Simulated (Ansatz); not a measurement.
AlH$_{7}$N$_{2}$OSi (`[NH2][Al]([NH2])[O][SiH3]`), relaxed with RKS PBE-D4/def2-SVP in Ansatz from a rough embedded geometry. The force threshold is 0.03 eV/Å; the program also tests the step.

The species carries charge 0 and has multiplicity 1.

Start:

```xyz
12

N    -0.262    1.933   -1.126
Al   -0.811    0.269   -0.443
N    -2.139    0.240    0.901
O    -0.024   -1.323   -0.946
Si    1.307   -1.568    0.001
H     0.215    2.475   -0.409
H     0.544    1.707   -1.834
H    -2.340    1.229    1.176
H    -1.654   -0.105    1.795
H     2.274   -0.420   -0.143
H     0.893   -1.651    1.401
H     1.997   -2.786   -0.374
```

```csv
step,energy (eV),largest force (eV/Å),largest move (Å)
1,-19596.7012,2.437,0.000
2,-19597.1447,1.463,0.192
3,-19597.3851,1.332,0.193
4,-19597.5665,0.370,0.200
5,-19597.6504,0.353,0.200
6,-19597.7214,0.345,0.200
7,-19597.7593,0.185,0.200
8,-19597.7811,0.084,0.200
9,-19597.7899,0.030,0.142
10 (rejected),-19597.7801,0.658,0.154
11,-19597.7912,0.190,0.077
12,-19597.7928,0.106,0.076
13,-19597.7953,0.085,0.072
14,-19597.7961,0.004,0.028
15,-19597.7963,0.018,0.047
16 (rejected),-19597.7962,0.047,0.049
17,-19597.7964,0.016,0.024
```

End:

```xyz
12

N    -0.273    1.986   -1.177
Al   -0.595    0.644   -0.056
N    -2.053    0.586    0.959
O     0.539   -0.639    0.051
Si    1.663   -1.842    0.155
H    -0.872    2.800   -1.327
H     0.556    2.048   -1.770
H    -2.793    1.289    0.988
H    -2.265   -0.171    1.611
H     3.057   -1.295   -0.037
H     1.610   -2.512    1.505
H     1.425   -2.893   -0.900
```

It took 24 s on 4 threads of a server CPU on a shared host, with 0.17 GiB of host memory at the peak.
